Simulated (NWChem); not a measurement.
A calculation on F$_{2}$Pb

```xyz
3

Pb     0.0000     0.0000     0.2479
F      1.5538     0.0000    -1.1294
F     -1.5538     0.0000    -1.1294
```
Charge 0, spin multiplicity 1.

Program: NWChem. The geometry was optimised at PBE/def2-SVP with def2 effective core potentials on Pb, a minimum by its harmonic frequencies.

Symmetry labels belong to the abelian group C2v used in the runs, with the axes of the coordinates shown.

Effective core potentials replace the inner electrons of Pb; spin-orbit coupling is left out. The correlated methods keep 6 core orbitals frozen. The structure started from a generated list of species.

Task: List the 4 singlet excitations that EOM-CCSD/def2-SVPD with def2 effective core potentials on Pb, 6 core orbitals frozen gives, with oscillator strengths.

Result: 
```tsv
state	symmetry	energy (eV)	wavelength (nm)	f
1	b2	5.29	234	0.082
2	a2	6.33	196	0.000
3	b1	6.66	186	0.000
4	a1	7.01	177	0.003
```
These are the lowest roots of each symmetry, so higher states are missing between them.
